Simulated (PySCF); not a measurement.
## Cr⁺ (chromium, charge +1) across methods

[Ar] 3d5, high-spin 6S determinant. All numbers are calculated (PySCF 2.14, scalar relativity by spin-free X2C-1e, in ANO-RCC-VTZP).

```csv
method,E (hartree),mean ε 3p α (eV),mean ε 3p β (eV),mean ε 3d α (eV),Σ⟨r²⟩ (bohr²),⟨S²⟩
PBE0,-1050.318,-57.709,-51.627,-12.712,21.93,8.750
PBEsol,-1049.206,-53.527,-49.111,-11.011,22.44,8.750
UHF,-1049.43287,-69.377,-57.777,-17.569,21.08,8.750
PBE,-1050.291,-53.640,-49.180,-10.992,22.43,8.750
LDA,-1048.199,-53.626,-49.387,-11.256,22.57,8.750
BHandHLYP,-1050.500,-61.611,-54.054,-14.311,21.62,8.750
HSE06,-1050.337,-57.311,-51.270,-12.304,21.98,8.750
r2SCAN,-1050.490,-55.374,-49.583,-11.050,21.98,8.750
```
